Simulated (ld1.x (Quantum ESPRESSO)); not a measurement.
Reading a pseudo-wave (Li (Z = 3))

Columns: radius, all-electron u(r) and pseudo u(r) of the 2s shell (level -6.79 eV) of lithium in the configuration 1s2 2s0 2p0; PBE, non-relativistic, PAW scheme, ld1.x (Quantum ESPRESSO) 7.5.

```tsv
r (bohr)	all-electron	pseudo
0.217	0.2455	0.3460
0.435	0.2239	0.4076
0.652	0.1059	0.2112
0.870	-0.0390	-0.0204
1.088	-0.1797	-0.1796
1.305	-0.3021	-0.3021
1.522	-0.4015	-0.4015
1.740	-0.4769	-0.4769
1.957	-0.5292	-0.5292
2.175	-0.5615	-0.5615
2.392	-0.5770	-0.5770
2.610	-0.5793	-0.5793
2.827	-0.5711	-0.5711
3.045	-0.5551	-0.5551
3.262	-0.5335	-0.5335
3.480	-0.5079	-0.5079
3.697	-0.4798	-0.4798
3.915	-0.4502	-0.4502
4.132	-0.4201	-0.4201
4.350	-0.3899	-0.3899
4.567	-0.3604	-0.3604
4.785	-0.3318	-0.3318
5.002	-0.3044	-0.3044
5.220	-0.2783	-0.2783
5.437	-0.2539	-0.2539
5.655	-0.2308	-0.2308
```

Task: How many radial nodes do the two functions have?

Result: The all-electron 2s function has n − l − 1 = 1; the pseudo-wave has 1, since 1 lower shell of the same l stays in the valence.

Task: At about which radius was the pseudo-wave matched?

Result: 1.15 bohr, where the columns begin to agree (steps of 0.22 bohr).

Task: Is the pseudo-wave norm-conserving?

Result: No, it belongs to a PAW set: the norm inside the radius is not constrained, and the difference is carried by the augmentation charge.
